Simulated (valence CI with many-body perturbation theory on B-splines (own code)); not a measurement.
**Forbidden lines of Zn VIII**

Calculated by valence CI with perturbative core correlation (CI+MBPT): five valence electrons over a frozen Dirac-Fock core [Ar], radial functions for each j: 7 s, 7 p, 8 d, 6 f, 4 g, 1 h, with the one-electron correlation potential Σ1 (screened to all orders), the two-electron term Σ2, the three-electron term Σ3, Breit, model QED; selected single and double excitations, second order for the rest, scaled by the run's own slope (own B-spline code, finite nucleus).

No measured levels were compared; by estimate terms of the open shell hold to 2 to 4 % of their energy, and close levels can change places; different configurations can be misplaced against each other by 1,000 to 8,000 cm⁻¹. Among the levels kept, up to 390 cm⁻¹ of a level comes from second order outside the variational space, and about a tenth of that is noise between levels of different J, which matters for small intervals. The list stops below the first excitations out of the core. Only levels of the ground parity were solved; by the run's estimate the other parity begins above the list, which can be wrong where configurations are misplaced.

Lines 1 to 50 of 120 in falling wavelength, among levels below 55.181 eV, chosen from the decays that carry over 1 % of a level's rate. Wavelengths and rates use the calculated energies, so an error of 2000 cm⁻¹ moves a line at 5373 nm by 110 % and its rate by three times that or more. S is in atomic units (e²a₀⁴ for E2 and M2, e²a₀⁶ for E3), for M1 in squared Bohr magnetons. Weak lines are less certain than strong ones. Lines between different terms over intervals too small for the method are left out, as are lines whose strength nearly cancels. Where a level lies close to another of its J and parity, the split of strength between their lines is uncertain. Intervals below about 2000 cm⁻¹, as at the head of this list, are uncertain by tens of per cent.

Names give the largest LS component (configuration and term), which can be under half, so a name can repeat, a term be missing and a line seem to break the LS rules; names also repeat where a configuration has a term twice. Letters in brackets count levels of one name in rising energy.

| λ vac (nm) | Upper | Lower | Type | A (s⁻¹) | S (a.u.) |
| --- | --- | --- | --- | --- | --- |
| 87710 | 3d5 4G_7/2 | 3d5 4G_5/2 | M1 | 6.39e-05 | 1.28e+01 |
| 57050 | 3d5 4G_9/2 | 3d5 4G_11/2 | M1 | 1.90e-04 | 1.31e+01 |
| 39460 | 3d5 2I_13/2 | 3d5 2I_11/2 | M1 | 1.98e-04 | 6.31e+00 |
| 18260 | 3d5 4P_1/2 | 3d5 4P_3/2 | M1 | 7.69e-03 | 3.47e+00 |
| 5373 | 3d5 4F_5/2 | 3d5 2F_7/2 [a] | M1 | 9.22e-02 | 3.18e+00 |
| 4070 | 3d5 2G_9/2 [a] | 3d5 2H_11/2 | M1 | 6.12e-02 | 1.53e+00 |
| 3958 | 3d5 2G_7/2 [a] | 3d5 2H_9/2 | M1 | 6.60e-02 | 1.21e+00 |
| 2523 | 3d5 2F_7/2 [a] | 3d5 2D_5/2 [a] | M1 | 1.47e-01 | 6.98e-01 |
| 2481 | 3d5 2G_9/2 [a] | 3d5 2H_9/2 | M1 | 4.59e-01 | 2.60e+00 |
| 2450 | 3d5 4F_5/2 | 3d5 2D_3/2 [a] | M1 | 4.64e-01 | 1.52e+00 |
| 2221 | 3d5 2H_9/2 | 3d5 4F_9/2 | M1 | 2.77e-01 | 1.12e+00 |
| 2064 | 3d5 4D_1/2 | 3d5 4P_1/2 | M1 | 9.18e-01 | 5.98e-01 |
| 1929 | 3d5 4D_7/2 | 3d5 4P_5/2 | M1 | 5.50e-01 | 1.17e+00 |
| 1926 | 3d5 4F_3/2 | 3d5 2D_3/2 [a] | M1 | 2.68e-01 | 2.84e-01 |
| 1854 | 3d5 4D_1/2 | 3d5 4P_3/2 | M1 | 5.39e-01 | 2.55e-01 |
| 1738 | 3d5 4D_5/2 | 3d5 4P_3/2 | M1 | 7.89e-02 | 9.21e-02 |
| 1738 | 3d5 4D_3/2 | 3d5 4P_3/2 | M1 | 6.95e-01 | 5.41e-01 |
| 1717 | 3d5 4F_5/2 | 3d5 2D_5/2 [a] | M1 | 1.80e-01 | 2.02e-01 |
| 1617 | 3d5 4F_7/2 | 3d5 2D_5/2 [a] | M1 | 5.83e-01 | 7.32e-01 |
| 1601 | 3d5 4D_5/2 | 3d5 4P_5/2 | M1 | 4.07e-01 | 3.72e-01 |
| 1601 | 3d5 4D_3/2 | 3d5 4P_5/2 | M1 | 3.12e-01 | 1.90e-01 |
| 1582 | 3d5 2G_7/2 [a] | 3d5 4F_7/2 | M1 | 1.05e-01 | 1.23e-01 |
| 1497 | 3d5 2G_7/2 [a] | 3d5 4F_5/2 | M1 | 2.78e-01 | 2.77e-01 |
| 1423 | 3d5 2G_7/2 [a] | 3d5 4F_9/2 | M1 | 7.91e-02 | 6.76e-02 |
| 1278 | 3d5 2G_9/2 [a] | 3d5 4F_7/2 | M1 | 3.11e-01 | 2.41e-01 |
| 1230 | 3d5 2F_5/2 [a] | 3d5 2D_5/2 [a] | M1 | 3.10e+00 | 1.28e+00 |
| 1172 | 3d5 2G_9/2 [a] | 3d5 4F_9/2 | M1 | 5.07e-01 | 3.03e-01 |
| 1171 | 3d5 2G_7/2 [a] | 3d5 2F_7/2 [a] | M1 | 6.18e-01 | 2.94e-01 |
| 942.8 | 3d5 4D_7/2 | 3d5 4G_9/2 | M1 | 4.77e-02 | 1.19e-02 |
| 941.5 | 3d5 4D_7/2 | 3d5 4G_7/2 | M1 | 5.81e-02 | 1.44e-02 |
| 863.2 | 3d5 2F_5/2 [b] | 3d5 4F_3/2 | M1 | 1.18e+00 | 1.68e-01 |
| 810.6 | 3d5 2F_5/2 [b] | 3d5 4F_7/2 | M1 | 7.07e-01 | 8.38e-02 |
| 799.7 | 3d5 2G_7/2 [a] | 3d5 2D_5/2 [a] | M1 | 3.78e-02 | 5.74e-03 |
| 787.7 | 3d5 2F_5/2 [b] | 3d5 4F_5/2 | M1 | 2.19e-01 | 2.38e-02 |
| 784.4 | 3d5 2F_7/2 [b] | 3d5 4F_7/2 | M1 | 2.02e-01 | 2.89e-02 |
| 762.9 | 3d5 2F_7/2 [b] | 3d5 4F_5/2 | M1 | 1.13e+00 | 1.49e-01 |
| 743.2 | 3d5 2F_7/2 [b] | 3d5 4F_9/2 | M1 | 1.67e+00 | 2.04e-01 |
| 687.0 | 3d5 2F_5/2 [b] | 3d5 2F_7/2 [a] | M1 | 2.91e-01 | 2.10e-02 |
| 665.5 | 3d5 2H_9/2 | 3d5 2I_11/2 | M1 | 9.57e-01 | 1.05e-01 |
| 611.8 | 3d5 2H_11/2 | 3d5 2I_13/2 | M1 | 1.73e+00 | 1.76e-01 |
| 602.4 | 3d5 2H_11/2 | 3d5 2I_11/2 | M1 | 3.36e+00 | 3.26e-01 |
| 596.0 | 3d5 2F_5/2 [b] | 3d5 2D_3/2 [a] | M1 | 5.26e-01 | 2.48e-02 |
| 528.2 | 3d5 2F_7/2 [b] | 3d5 2D_5/2 [a] | M1 | 2.31e-01 | 1.01e-02 |
| 524.7 | 3d5 2G_9/2 [a] | 3d5 2I_11/2 | M1 | 7.98e-01 | 4.27e-02 |
| 518.7 | 3d5 2F_7/2 [a] | 3d5 4D_5/2 | M1 | 5.89e-01 | 2.44e-02 |
| 491.7 | 3d5 2F_7/2 [a] | 3d5 4D_7/2 | M1 | 7.41e-01 | 2.61e-02 |
| 474.6 | 3d5 2D_5/2 [a] | 3d5 4P_3/2 | M1 | 1.43e+00 | 3.40e-02 |
| 473.0 | 3d5 4F_5/2 | 3d5 4D_5/2 | M1 | 6.35e-01 | 1.50e-02 |
| 463.8 | 3d5 2D_5/2 [a] | 3d5 4P_5/2 | M1 | 8.15e+00 | 1.81e-01 |
| 457.6 | 3d5 4F_9/2 | 3d5 4D_7/2 | M1 | 1.88e+00 | 6.68e-02 |
